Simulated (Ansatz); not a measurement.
C7H12, SMILES `CCC1C=CCC1`, relaxed with RKS PBE0-D4/def2-TZVP in Ansatz 0.2.0 from a PBE-D4/def2-SVP geometry. The force threshold is 0.005 eV/Å; the program also tests the step.

Charge 0, multiplicity 1.

Start:

```xyz
19

C    -1.818    0.008    1.786
C    -1.516    0.286    0.312
C    -0.026    0.536    0.019
C     0.276    0.868   -1.427
C     1.347    0.199   -1.897
C     1.967   -0.680   -0.836
C     0.898   -0.688    0.287
H    -1.502    0.857    2.428
H    -1.284   -0.896    2.149
H    -2.901   -0.156    1.957
H    -1.860   -0.567   -0.316
H    -2.102    1.169   -0.027
H     0.294    1.400    0.655
H    -0.316    1.603   -1.997
H     1.768    0.302   -2.910
H     2.936   -0.247   -0.491
H     2.210   -1.700   -1.206
H     0.289   -1.615    0.210
H     1.341   -0.680    1.303
```

```json
{"step": "1", "energy (eV)": "-7448.3483", "largest force (eV/Å)": "0.527", "largest move (Å)": "0.000"}
{"step": "2", "energy (eV)": "-7448.4325", "largest force (eV/Å)": "0.150", "largest move (Å)": "0.038"}
{"step": "3", "energy (eV)": "-7448.4393", "largest force (eV/Å)": "0.060", "largest move (Å)": "0.023"}
{"step": "4", "energy (eV)": "-7448.4400", "largest force (eV/Å)": "0.021", "largest move (Å)": "0.013"}
{"step": "5 (rejected)", "energy (eV)": "-7448.4395", "largest force (eV/Å)": "0.130", "largest move (Å)": "0.019"}
{"step": "6", "energy (eV)": "-7448.4402", "largest force (eV/Å)": "0.020", "largest move (Å)": "0.009"}
{"step": "7", "energy (eV)": "-7448.4405", "largest force (eV/Å)": "0.022", "largest move (Å)": "0.024"}
{"step": "8", "energy (eV)": "-7448.4406", "largest force (eV/Å)": "0.007", "largest move (Å)": "0.015"}
{"step": "9", "energy (eV)": "-7448.4406", "largest force (eV/Å)": "0.005", "largest move (Å)": "0.003"}
```

End:

```xyz
19

C    -1.783    0.009    1.776
C    -1.506    0.293    0.310
C    -0.031    0.528    0.012
C     0.267    0.840   -1.429
C     1.337    0.195   -1.877
C     1.957   -0.659   -0.810
C     0.869   -0.695    0.274
H    -1.445    0.837    2.406
H    -1.266   -0.893    2.112
H    -2.850   -0.134    1.960
H    -1.859   -0.542   -0.306
H    -2.079    1.172   -0.007
H     0.302    1.376    0.631
H    -0.321    1.547   -2.005
H     1.752    0.294   -2.873
H     2.882   -0.195   -0.443
H     2.233   -1.656   -1.164
H     0.266   -1.600    0.146
H     1.277   -0.717    1.285
```

It took 27 s on 2 threads of an AMD EPYC 7R13 on a shared host and a share of an NVIDIA H100 80 GB, with 0.91 GiB of host memory at the peak.
